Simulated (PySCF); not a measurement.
Bond energies at PBE/def2-TZVPP beside a composite method

PySCF, lowest determinants of a PBE0 search. The composite is CCSD(T) extrapolated to the basis-set limit from two correlation-consistent sets, with core-valence (CV) and scalar-relativistic (SR) terms as its label shows; it has no spin–orbit coupling and nothing beyond (T).

| species | state (unpaired electrons) | De PBE (eV) | De composite (eV) | composite | dissociates to |
| --- | --- | --- | --- | --- | --- |
| CsBr | singlet (closed shell) | 4.05 | 4.07 | CCSD(T)/CBS(DT) | Cs + Br |
| PbI | doublet (π ↑) | 3.16 | 2.88 | CCSD(T)/CBS(DT) | Pb + I |
| K2 | singlet (closed shell) | 0.58 | 0.55 | CCSD(T)/CBS(DT) | K + K |
| ZnF | doublet (σ ↑) | 3.17 | 2.99 | CCSD(T)/CBS(DT) | Zn + F |
| BI | singlet (closed shell) | 4.01 | 3.75 | CCSD(T)/CBS(TQ)+CV | B + I |
| NaB | triplet (σ ↑, π ↑) | 1.06 | 0.78 | CCSD(T)/CBS(DT)+CV+SR | Na + B |
| CsF | singlet (closed shell) | 5.33 | 5.28 | CCSD(T)/CBS(DT)+CV | Cs + F |
| GaF | singlet (closed shell) | 6.29 | 6.13 | CCSD(T)/CBS(DT)+CV | Ga + F |

Does PBE bind more or less than the composite, by how much on average, and where is the difference largest?

PBE/def2-TZVPP binds more on average, method and basis taken together: the mean signed difference is +0.15 eV and the mean absolute one 0.16 eV; it is largest for PbI (+0.28 eV).

The molecules are drawn from runs that passed checks on state, spin purity and fit, so the hardest cases are missing and the errors look smaller than over all diatomics.

Correlated steps freeze the inner cores (2 to 37 orbitals); shallow outer-core shells are correlated. Closed-shell solutions of metal pairs were not tested for spin polarisation, which can lower them a little. These are scalar-relativistic numbers at best; spin–orbit coupling would shift them, the dissociation energy most. Where the molecule has an RHF reference, its open-shell atoms are computed with UHF. The CCSD T1 diagnostic is raised in BI, a sign that a single reference may not be enough there. States were picked by a PBE0 search and need not be the measured ground states.
